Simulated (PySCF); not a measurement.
MoCl3, SMILES [Cl][Mo]([Cl])[Cl] (connectivity only; charge and spin as stated), neutral, multiplicity 4.

Geometry: B3LYP-D3(BJ)/def2-SVP. The multiplicity is an assumed one; other spin states were not compared. The def2 effective core potentials stand for the cores of Mo; spin–orbit coupling is left out.

Method: PBE/def2-TZVPD in PySCF.

Problem. Estimate the frontier levels, dipole moment and polarisability. (An estimate is asked for; the answer gives what the named calculation found.)

Solution. 
```json
{
  "α spin, highest occupied and lowest empty level": "-5.78 and -4.44 eV",
  "β spin, highest occupied and lowest empty level": "-8.40 and -3.93 eV",
  "dipole_moment": "0.00 D",
  "quadrupole, principal values (traceless, Buckingham form, about the centre of nuclear charge)": "-1.41, -1.41, 2.81 D·Å",
  "mean_static_polarisability": "90.2 bohr³ (13.36 Å³)",
  "polarisability_principal_values": "63.1, 103.7, 103.7 bohr³",
  "⟨S²⟩": "3.768 (pure state 3.75)"
}
```
